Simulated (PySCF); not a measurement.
**Simulated characterisation data**

One computed conformer, rapidly exchanging positions averaged, relativity neglected, in vacuum. Coordinates at the GFN2-xTB level; NMR shieldings at PBE0/pcSseg-1/GIAO; PySCF 2.14.0 with density-fitted response routines.

References, each an isolated molecule treated in the same way: 1H (σref 31.72), 13C (σref 186.93) against TMS. Splittings of carbon signals by F and P are missing where no couplings were computed. Where no couplings were computed, multiplicities follow the n + 1 count of equivalent neighbours, and m marks all less simple cases (inequivalent or close neighbours, rings, F or P nearby). Shifts are as computed. Against solution values, carbons near 30 ppm lie about +3 ppm off and those near 130 ppm about +5 ppm. Of 1211 compounds with measured shifts, 218 miss one by over three times the rms of a fit or turn the order of signals round; such compounds aren't used in these exercises. OH and NH positions are gas-phase values without hydrogen bonding to other molecules.

**1.** SMILES FC([Si@@H](N(C)C)N)F, C$_{3}$H$_{10}$F$_{2}$N$_{2}$Si. 1H NMR (600 MHz, computed): δ 6.23 (m, 1H), 4.95 (m, 1H), 2.72 (s, 6H), 0.78 (br s, 2H). 13C{1H} NMR (computed): δ 126.3 (CH), 40.3 (CH3).

**2.** SMILES C#C/C=C(\F)C#CC(F)F, C$_{7}$H$_{3}$F$_{3}$. 1H NMR (600 MHz, computed): δ 6.73 (m, 1H), 5.75 (m, 1H), 3.63 (d, 1H). 13C{1H} NMR (computed): δ 160.8 (C), 110.3 (CH), 110.2 (CH), 105.9 (CH), 97.3 (C), 88.3 (C), 79.3 (C).
